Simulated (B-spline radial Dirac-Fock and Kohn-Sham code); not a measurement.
Binding energies of Tl¹⁰⁺ at several levels of theory

System: thallium as Tl¹⁰⁺, [Xe] 4f14 5d3.

The density-functional columns are spherical, spin-unpolarised Dirac-Kohn-Sham results without Breit or QED terms: −ε is minus the orbital energy of the initial state and ΔSCF the difference of two total energies. The reference in the last column comes from relaxed Dirac-Fock hole states (ΔSCF) with Breit and QED corrections and a finite nucleus. All numbers are from a radial atomic solver, in eV; a selection of levels is shown. For the 1s level of heavy atoms much of the gap between ΔSCF and the reference is the Breit and QED part, -473.9 eV here; for other levels the error of the functional can be larger.

| level | LDA −ε | LDA ΔSCF | Dirac-Fock |
| --- | --- | --- | --- |
| K (1s) | 85539.8 | 86176.8 | 85713.6 |
| L1 (2s) | 15363.9 | 15487.3 | 15541.5 |
| L2 (2p1/2) | 14765.3 | 14923.7 | 14887.3 |
| L3 (2p3/2) | 12702.1 | 12834.4 | 12845.2 |
| M1 (3s) | 3797.5 | 3837.8 | 3898.7 |
| M2 (3p1/2) | 3525.6 | 3568.7 | 3607.0 |
| M3 (3p3/2) | 3066.8 | 3105.8 | 3147.9 |
| M4 (3d3/2) | 2614.5 | 2660.4 | 2672.6 |
| M5 (3d5/2) | 2516.4 | 2560.8 | 2576.2 |
| N1 (4s) | 979.2 | 1000.2 | 1037.9 |
| N2 (4p1/2) | 861.7 | 882.7 | 911.7 |
| N3 (4p3/2) | 749.7 | 769.7 | 799.3 |
| N4 (4d3/2) | 557.1 | 576.9 | 593.1 |
| N5 (4d5/2) | 536.1 | 555.6 | 572.1 |
| N6 (4f5/2) | 286.8 | 305.9 | 304.5 |
| N7 (4f7/2) | 282.1 | 301.1 | 300.0 |
| O1 (5s) | 294.6 | 307.0 | 312.8 |
| O2 (5p1/2) | 253.2 | 265.2 | 265.1 |
| O3 (5p3/2) | 230.1 | 241.3 | 242.0 |
| O4,5 (5d) | 166.5 | 176.4 | 174.9 |

Values without a named source are computed, but for edge energies of neutral atoms, which are taken from tables.
